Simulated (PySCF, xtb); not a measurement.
oxasilolan-5-one (C3H6O2Si), SMILES C1(=O)O[SiH2]CC1.

GFN2-xTB run with xtb 6.7.1 at its own geometry gives an orbital gap of 4.89 eV and a dipole moment of 4.58 D.

Coordinates come from a B3LYP-D3(BJ)/def2-SVP optimisation. One conformer was computed; it need not be the lowest.

### Question
What does PBE/def2-TZVP run with PySCF give? (An estimate is asked for; the answer gives what the named calculation found.)

### Answer
gap 5.27 eV (levels -6.33 and -1.06 eV), dipole 4.26 D.
